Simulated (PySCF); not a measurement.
C₅H₁₀. Atoms are numbered in the order given.

```xyz
15

C      1.9181     0.1454     0.0000
C      0.5067    -0.4146     0.0000
C     -0.4997     0.0653    -1.0811
C     -1.6092     0.0665     0.0000
C     -0.4997     0.0653     1.0811
H      2.4808    -0.1821    -0.8902
H      1.9037     1.2485     0.0000
H      2.4808    -0.1821     0.8902
H      0.5436    -1.5180     0.0000
H     -0.6419    -0.5691    -1.9699
H     -0.2597     1.0873    -1.4184
H     -2.1810    -0.8748     0.0000
H     -2.3224     0.9048     0.0000
H     -0.2597     1.0873     1.4184
H     -0.6419    -0.5691     1.9699
```
Charge 0, spin multiplicity 1.

Geometry optimised at B3LYP-D3(BJ)/def2-SVP.

All values below come from B3LYP-D3(BJ)/def2-SVP in PySCF.

Harmonic, unscaled wavenumbers; measured fundamentals usually lie a few per cent lower.

```tsv
mode	ν (cm⁻¹)	IR (km/mol)	Raman (Å⁴/amu)	depolarisation	moving atoms (share of kinetic energy)
1	142	0.0	0.3	0.04	H 52 %, C 48 %
2	235	0.0	0.1	0.75	H 94 %
3	317	0.0	0.4	0.75	C 56 %, H 44 %
4	414	0.0	0.2	0.16	C 51 %, H 49 %
5	610	2.3	3.9	0.42	C 60 %, H 40 %
6	754	0.1	3.9	0.28	H 65 %, C 35 %
7	779	0.6	0.4	0.75	H 82 %, C 18 %
8	887	0.7	2.3	0.20	C 56 %, H 44 %
9	899	0.0	5.4	0.75	C 51 %, H 49 %
10	932	1.0	1.7	0.17	H 77 %, C 23 %
11	942	1.4	13.3	0.75	C 58 %, H 42 %
12	979	0.6	0.7	0.75	H 97 %
13	982	0.5	14.5	0.10	C 63 %, H 37 %
14	1124	0.3	7.0	0.30	C 63 %, H 37 %
15	1130	1.4	0.9	0.75	H 56 %, C 44 %
16	1180	0.3	2.6	0.74	C 56 %, H 44 %
17	1203	0.0	8.1	0.75	H 70 %, C 30 %
18	1243	0.2	11.0	0.74	H 73 %, C 27 %
19	1250	0.1	2.1	0.75	H 77 %, C 23 %
20	1259	0.5	0.6	0.75	H 78 %, C 22 %
21	1275	0.4	0.5	0.72	H 65 %, C 35 %
22	1294	0.3	6.6	0.75	H 65 %, C 35 %
23	1367	4.2	5.1	0.74	H 69 %, C 31 %
24	1400	3.9	5.1	0.62	H 68 %, C 32 %
25	1452	1.3	6.9	0.75	H 92 %, C 8 %
26	1457	1.1	16.7	0.75	H 92 %
27	1466	7.7	24.7	0.74	H 96 %
28	1468	2.3	11.2	0.75	H 95 %
29	1489	1.8	8.5	0.66	H 85 %, C 15 %
30	3015	26.5	104.9	0.01	H 97 %
31	3032	11.6	144.1	0.30	H 92 %
32	3039	60.1	1.3	0.75	H 95 %
33	3044	20.5	138.9	0.21	H 95 %
34	3054	31.1	197.8	0.07	H 94 %
35	3093	16.9	16.7	0.34	H 90 %, C 10 %
36	3096	32.2	93.5	0.75	H 91 %, C 9 %
37	3098	24.0	126.3	0.47	H 90 %, C 10 %
38	3100	13.7	99.0	0.75	H 90 %, C 10 %
39	3115	71.2	62.2	0.73	H 90 %, C 10 %
```
